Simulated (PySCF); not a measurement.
## Converging GeF in the basis (CCSD(T))

PySCF, UHF reference; doublet, unpaired electrons π ↑; De to Ge + F without counterpoise correction. Frozen cores follow the default of each basis and core potential.

```
      basis     relativity  functions  Re (Å)  ωe (cm⁻¹)  De (eV)  frozen orbitals
   def2-SVP  no relativity         46   1.761        688     4.73               10
 def2-TZVPP  no relativity         79   1.753        677     5.13               10
def2-TZVPPD  no relativity         94   1.757        665     5.20               10
```

(1) How does each smaller set differ from the one with most functions, def2-TZVPPD?

Correlated steps freeze 10 core orbitals. Correlated levels converge slowly with the basis: in double zeta they bind strong bonds too weakly, by up to about 1 eV, and carry superposition errors of some tenths. Spin–orbit coupling is left out. The state is the lowest determinant that a PBE0 search found; another state may lie lower at other levels.

## Answers

(1) def2-SVP: +0.4 pm, +3.5 % in ωe, -0.47 eV in De; def2-TZVPP: -0.4 pm, +1.8 % in ωe, -0.07 eV in De. All at CCSD(T); the set with most functions is neither the basis-set limit nor always the best.
